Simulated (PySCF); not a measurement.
A small calculation by hand: chemical shift, span and skew from a shielding tensor

Al(F)2(OMe) (CH3AlF2O), SMILES C[O][Al]([F])[F]. Atoms are numbered in the order given.

```xyz
8

Al     0.0116    -0.5254     0.0000
F      1.1272    -1.7416     0.0000
F     -1.5907    -0.9357     0.0000
O      0.5316     1.0633     0.0000
C      0.0188     2.3664     0.0000
H      0.3707     2.9154    -0.8910
H      0.3707     2.9154     0.8910
H     -1.0866     2.3906     0.0000
```

Geometry: B3LYP-D3(BJ)/def2-SVP. Other conformers were not sampled.

GIAO shieldings from KT2/pcSseg-1 (PySCF), non-relativistic, no solvent. The symmetric part of the tensor of F2 has the principal values 319.4, 332.0, 463.7 ppm. The same nucleus in CFCl3 has σ = 127.1 ppm at this level (PySCF, at its B3LYP-D3(BJ)/def2-TZVP geometry).

Work out the isotropic shielding, the ¹⁹F shift against CFCl3, the span and the skew.


σ(iso) = (σ11 + σ22 + σ33)/3 = 371.7 ppm. δ = σ(ref) − σ(iso) = 127.1 − (371.7) = -244.6 ppm.
Span Ω = σ33 − σ11 = 144.3 ppm. Skew κ = 3(σ(iso) − σ22)/Ω = 0.83. Tumbling in solution averages the tensor to δ; in a static solid the shielding alone would spread this spin-1/2 line over Ω.
